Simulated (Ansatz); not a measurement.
Compare A (`C[SiH2]C(=O)O`) with its isomer B (`C[SiH](O)C=O`).

Calculated with Ansatz (gas phase, PBE0-D4/def2-TZVP geometries, no zero-point term in ΔE). CCSD(T)/CBS adds triple-zeta CCSD(T) − MP2 to the extrapolated MP2 energy (def2 sets, frozen cores). Functionals use def2-TZVPP. B3LYP here is the variant with VWN-RPA as its local correlation; programs differ in this. Each species was taken in one conformer, which may not be the lowest.

(1) Which is lower in electronic energy at CCSD(T)/CBS, and by how much? (Best estimate.)

(2) Give E(B) − E(A) in kJ/mol with PBE0-D4, HF/def2-TZVPP, B3LYP-D4, MP2/def2-TZVPP, PBE-D4, CCSD(T)/def2-TZVPP, r2SCAN-D4. (Best estimate.)

(3) Does the order hold for the free energy at 298.15 K (harmonic terms from PBE0-D4)? (Best estimate.)

Largest T1 diagnostic: 0.015.

Answers

(1) Ansatz gave: B, by 58.9 kJ/mol.

(2) The calculation gave: PBE0-D4 -42.3, HF/def2-TZVPP -59.1, B3LYP-D4 -50.0, MP2/def2-TZVPP -56.9, PBE-D4 -35.9, CCSD(T)/def2-TZVPP -55.2, r2SCAN-D4 -43.9. None reverses the order clearly.

(3) Ansatz gave: Yes: G(B) − G(A) = -54.6 kJ/mol, for one conformer each. Modes under 60 cm⁻¹, often nearly free rotors, make the harmonic entropy too high.

From BLYP to BHLYP (50 % exact exchange), in def2-TZVPP and without D4, E(B) − E(A) moves by −11.2 kJ/mol. Leaving LDA and LC-ωPBE aside and taking each functional with its dispersion term where it has one, the values, not all of them listed here, spread over 20.5 kJ/mol, from BHLYP-D4 to PBE-D4. LDA lies +6.9 kJ/mol from PBE without D4.
